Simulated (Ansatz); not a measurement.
Geometry optimisation, Ansatz 0.2.0, RKS PBE0-D4/6-31G*.

Input file:

```yaml
crystal:
  periodic: [false, false, false]
  atoms:
    - { symbol: Al, position_ang: [-0.13137, -1.814177, -0.138907] }
    - { symbol: O, position_ang: [1.088056, -0.640856, -0.762165] }
    - { symbol: F, position_ang: [-1.177791, -2.51668, -1.188989] }
    - { symbol: F, position_ang: [0.003987, -2.318076, 1.412063] }
    - { symbol: H, position_ang: [-1.317827, 1.15705, 0.909445] }
    - { symbol: F, position_ang: [-1.936982, 0.501634, 0.734549] }
    - { symbol: H, position_ang: [1.163706, 1.32996, 0.346263] }
    - { symbol: O, position_ang: [0.690829, 2.135356, 0.607534] }
    - { symbol: H, position_ang: [0.989495, -0.476573, -1.708293] }
    - { symbol: H, position_ang: [0.627998, 2.642262, -0.211601] }
basis:
  gaussian: { orbitals: "6-31G*" }
hamiltonian:
  xc: pbe0
  dispersion: d4
relax:
  f_tol: 0.03
  max_steps: 50
```

Launched with:

```bash
$ ansatz run input.yaml --threads 2 --pin off --max-ram 3072MiB --backend cpu --events-out ev --progress --plain --runs-dir out
```

Where does it end, and by what steps?

The run converged. After 19 steps the energy has fallen by 2.439 eV; H5 moved furthest, 0.95 Å. Parted: H5–F6, H7–O8. Joined: Al1–F6, O2–H7, H5–O8.

| step | energy less start (eV) | largest force component (eV/Å) | accepted |
| --- | --- | --- | --- |
| 0 | 0.0000 | 1.648 | yes |
| 1 | -0.3813 | 1.037 | yes |
| 2 | -0.7542 | 1.035 | yes |
| 3 | -1.2303 | 0.758 | yes |
| 4 | -1.4908 | 1.628 | yes |
| 5 | -1.6701 | 1.184 | yes |
| 6 | -1.7842 | 0.706 | yes |
| 7 | -1.9059 | 0.558 | yes |
| 8 | -2.0031 | 1.793 | yes |
| 9 | -1.9795 | 2.878 | no |
| 10 | -2.1734 | 0.819 | yes |
| 11 | -2.2859 | 0.903 | yes |
| 12 | -2.4057 | 0.476 | yes |
| 13 | -2.4025 | 0.610 | no |
| 14 | -2.4211 | 0.525 | yes |
| 15 | -2.4132 | 0.530 | no |
| 16 | -2.4308 | 0.499 | yes |
| 17 | -2.4376 | 0.057 | yes |
| 18 | -2.4381 | 0.054 | yes |
| 19 | -2.4385 | 0.025 | yes |

```xyz
10
Properties=species:S:1:pos:R:3
Al -0.521 -1.316 0.191
O 1.045 -0.394 -0.386
F -1.132 -1.737 -1.294
F -0.075 -2.529 1.218
H -0.422 1.464 0.786
F -1.311 -0.020 0.938
H 0.937 0.607 -0.200
O 0.334 1.930 0.363
H 1.208 -0.529 -1.331
H -0.063 2.526 -0.286
```

The run took 39 s on 2 threads of Intel(R) Xeon(R) Platinum 8488C (Sapphire Rapids) (shared host), peak memory 0.23 GiB.
